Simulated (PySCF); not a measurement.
**C6H6Cl: g tensor and hyperfine couplings**

Species: C6H6Cl (doublet state).
Geometry (GFN2-xTB, Å), atoms numbered from 1 in this order:
```xyz
13
C6H6Cl angstrom
C     -2.5081   -0.6651    0.2802
C     -2.0247    0.6517   -0.0918
C     -0.9309    1.3268   -0.3275
C      0.3705    0.7591   -0.2447
C      1.4343    0.2067   -0.1249
C      2.7471   -0.3753   -0.0472
Cl     3.8721    0.4347   -1.2088
H     -3.2565   -1.0076   -0.4360
H     -1.6922   -1.3986    0.3039
H     -2.9710   -0.6306    1.2674
H     -0.9536    2.3765   -0.5995
H      3.1818   -0.2452    0.9456
H      2.7269   -1.4325   -0.3182
```

The species is `C/[C]=C\C#CCCl` [radical].

Computed, not measured: PySCF, UKS B3LYP, pcH-1 on C Cl H, non-relativistic, mean-field spin-orbit, GIAO. Isolated species at its GFN2-xTB geometry, gas phase. The geometry wasn't refined by DFT: couplings that depend on bond lengths, twists or pyramidal angles can differ widely from those at the functional's own minimum. Stability of the SCF solution: not tested.

| Property | Result |
| --- | --- |
| g1, g2, g3 | 2.00167, 2.00215, 2.00287 |
| g_iso | 2.00223 |
| Form of g | rhombic: the two nearest values differ by 40 % of g3 − g1 |
| ⟨S²⟩ | 0.7615 (exact 0.7500) |
| α and β electrons | 30, 29 |
| HOMO–LUMO gap, α and β orbitals | 5.43, 4.36 eV |
| Total energy | -692.31359 Eh |

Isotropic coupling and dipolar principal values T1 to T3, in G; ρ(0) is the spin density at the nucleus (MHz turned into gauss with g_iso; 10 G = 1 mT):

```csv
atom,isotope,a_iso,of which spin–orbit,T1,T2,T3,Mulliken spin population,ρ(0) (bohr⁻³)
C1,13C,4.9,0.0,-1.7,-1.6,3.3,-0.05,0.0123
C2,13C,105.2,0.0,-30.4,-21.7,52.1,1.03,0.2622
C3,13C,4.8,0.0,-6.6,1.0,5.6,-0.15,0.0119
C4,13C,39.4,0.0,-1.7,-0.6,2.3,0.07,0.0981
C5,13C,3.0,0.0,-2.9,0.7,2.1,-0.03,0.0075
C6,13C,0.4,0.0,-0.1,-0.1,0.2,0.00,0.0011
Cl7,35Cl,-0.2,0.0,-0.2,0.1,0.1,0.00,-0.0011
H8,1H,13.7,0.0,-2.5,-2.0,4.5,0.01,0.0086
H9,1H,52.0,0.0,-2.1,-0.7,2.8,0.07,0.0326
H10,1H,7.6,0.0,-2.4,-1.9,4.3,0.01,0.0048
H11,1H,38.0,0.0,-2.4,-1.9,4.4,0.04,0.0238
H12,1H,-2.1,0.0,-0.2,-0.1,0.3,0.00,-0.0013
H13,1H,-0.6,0.0,-0.2,-0.1,0.3,0.00,-0.0004
```

The Mulliken spin populations are largest on C2 (+1.03), C3 (-0.15), H9 (+0.07) and C4 (+0.07). C2 is the only atom above +0.15. The positive populations add up to 1.23 and the negative ones to -0.23, together 2S = 1.

Axes: g1 points within 10° of the C1–C2 bond and g2 points within 7° of the C3–C4 bond.

Under fast tumbling the dipolar parts average out, and these isotropic splittings remain: 1 × 1H (H11, I = 1/2, 2 lines) with 3.80 mT, 3 × 1H (H8/H9/H10, I = 1/2, 4 lines) with 2.44 mT and 2 × 1H (H12/H13, I = 1/2, 3 lines) with 0.13 mT.

Nuclei that the bonding pattern makes equivalent are averaged, as if the motion that swaps them (rotation, inversion, ring flip) were fast. The three 1H nuclei of mean +68.5 MHz run from 21.3 to 145.6 MHz in the frozen geometry.

The 13C coupling of C2 (294.7 MHz) shows only in satellite lines or after enrichment, since that isotope makes up about 1.07 % of natural carbon.

The spin density at the nucleus, in bohr⁻³, is negative for Cl7 (-0.0011), for instance. A restricted open-shell determinant has no negative spin density anywhere; here it arises because α and β orbitals differ (spin polarisation).
